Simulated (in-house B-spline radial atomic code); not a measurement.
Configurations of Tc3+, with energies counted from [Kr] 4d4. All numbers are computed (scalar-relativistic (X2C) BHandHLYP, spin-polarised, spherical fractional occupations, exact exchange averaged over the configuration; Fermi nucleus of rms radius 4.41117 fm) with an all-electron radial atomic-structure program (B-spline basis), not measured. Shells without spins written out take the highest spin.

Occupations are held fixed; configurations that lie above the ionisation limit could autoionise.

```tsv
configuration	E - E(ref) (eV)	highest orbital	its <r> (bohr)
[Kr] 4d3 5s1	9.0518	5s up	2.548
[Kr] 4d3 4f1	27.661	4f up	3.56
[Ar] 3d10 4s2 4p5 4d4 5s1	46.912	5s up	2.52
[Ar] 3d10 4s2 4p5 4d4 4f1	65.656	4f up	3.423
[Ar] 3d9 4s2 4p6 4d4 5f1	289.13	5f up	6.391
```

(1) Order these further configurations by energy, lowest first.
A. [Ar] 3d9 4s2 4p6 4d4 5p1
B. [Ar] 3d9 4s2 4p6 4d4 5s1
C. [Ar] 3d10 4s2 4p5 4d5
D. [Ar] 3d10 4s2 4p5 4d4 5p1
E. [Kr] 4d3 5p1

Results:

(1) E (15.864 eV), C (36.586 eV), D (53.851 eV), B (264.69 eV), A (271.67 eV).
